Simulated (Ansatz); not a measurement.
The same path of C2H6GeS (10 atoms, charge 0, multiplicity 1) was run 3 times with different band settings. The coordinate that changes most is the dihedral H7–C1–C2–Ge4.

Level of theory: RKS r2SCAN/def2-SVP (Ansatz 0.2.0).

Relaxed end points:

```xyz
10
Properties=species:S:1:pos:R:3
C -0.753 0.297 -1.143
C -0.386 -0.463 0.108
S 1.055 -1.662 -0.043
Ge 1.052 0.110 1.275
H -1.183 -0.381 -1.900
H -1.505 1.072 -0.919
H 0.124 0.784 -1.595
H -1.238 -0.934 0.618
H 0.994 -0.155 2.778
H 1.924 1.281 0.826
```

```xyz
10
Properties=species:S:1:pos:R:3
C -0.759 0.331 -1.130
C -0.463 -0.353 0.183
S 0.678 -1.846 0.102
Ge 1.150 0.015 1.194
H 0.163 0.566 -1.682
H -1.377 -0.315 -1.777
H -1.314 1.270 -0.962
H -1.353 -0.570 0.791
H 1.154 -0.071 2.719
H 2.204 0.922 0.563
```

Common settings: spring 5.0 eV/Å²; optimiser quadratic models (default); force threshold 0.05 eV/Å; end points relaxed.

| run | movable images | climbing image | start path | iteration limit |
| --- | --- | --- | --- | --- |
| 1 | 7 | yes | through a guess of the saddle point | 59 |
| 2 | 7 | yes | straight line | 60 |
| 3 | 6 | no | through a guess of the saddle point | 60 |

(1) What does each run give, and how far can it be trusted?

Results:

(1) Run 1: converged after 16 iterations, highest image 0.148 eV above the first end. The profile has 2 maxima (images 2, 6) with wells between them (image 4): this band takes more than one step, which may be the mechanism or a detour left from its start path. A vibrational analysis at the climbing image gives one clearly imaginary mode, 248i cm⁻¹: a first-order saddle point.
Run 2: converged after 7 iterations, highest image 0.148 eV above the first end. Another band between the same ends (7 images) ends at a top of the same energy, where a vibrational analysis finds 1 clearly imaginary mode.
Run 3: converged after 15 iterations, highest image 0.141 eV above the first end. The profile has 2 maxima (images 2, 5) with wells between them (image 4): this band takes more than one step, which may be the mechanism or a detour left from its start path. No image climbed, so the highest image needn't sit at the top of the path.
